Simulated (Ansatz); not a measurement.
Ansatz (an electronic-structure program) job for GeI4, SMILES [I][Ge]([I])([I])[I], ωB97X-V/def2-SVPD. Geometry: ωB97X-D3(BJ)/def2-SVP. The isomer is the one that the SMILES or the coordinates give; other isomers of the formula were not compared. The def2 effective core potentials stand for the cores of I; spin–orbit coupling is left out.

Ansatz 0.2 input:
```yaml
crystal:
  periodic: [false, false, false]
  atoms:
    - {symbol: I, position_ang: [-1.42812005, -1.42812006, 1.42812006]}
    - {symbol: Ge, position_ang: [-0.00000000, 0.00000000, -0.00000000]}
    - {symbol: I, position_ang: [1.42812006, -1.42812006, -1.42812005]}
    - {symbol: I, position_ang: [1.42812006, 1.42812006, 1.42812006]}
    - {symbol: I, position_ang: [-1.42812006, 1.42812005, -1.42812006]}
basis:
  gaussian:
    orbitals: def2-SVPD
hamiltonian:
  xc: {name: wB97X-V}
```

Log of the run:

```
WARN ansatz: RAYON_NUM_THREADS=1 ignored (pool sized by the plan → 1); use --threads N
Functional definition: wB97X-V
integrals: 0.34 GiB planned
2134 factors; integrals over basis functions are off by at most 1.4e-4 eV
integrals: 0.54 GiB planned
619 factors; integrals over basis functions are off by at most 3.1e-5 eV
mean field: 2.21 GiB planned
mean field evaluation 1: about -88910.1415 eV, gradient 2.9e1 eV
mean field evaluation 2: about -88909.7200 eV, gradient 3.6e1 eV
mean field evaluation 4: about -88912.3841 eV, gradient 6.9e-1 eV
mean field evaluation 8: about -88912.4180 eV, gradient 1.6e-2 eV
mean field evaluation 16: about -88912.4180 eV, gradient 9.0e-6 eV
mean field -88912.41801317 eV, -3267.4710949825 hartree, gradient 9.0e-6 eV, S^2 0.000000; 0 other end points of the search recorded, 0 dependent functions left out
reference -88912.41800911 eV, -3267.4710948332 hartree; 66, 66 occupied and 112, 112 virtual orbitals, 2134 factors
Total energy: -88912.41800911 eV, -3267.4710948332 hartree
```

Self-consistency was reached.

Cost: very roughly 50 core-seconds.
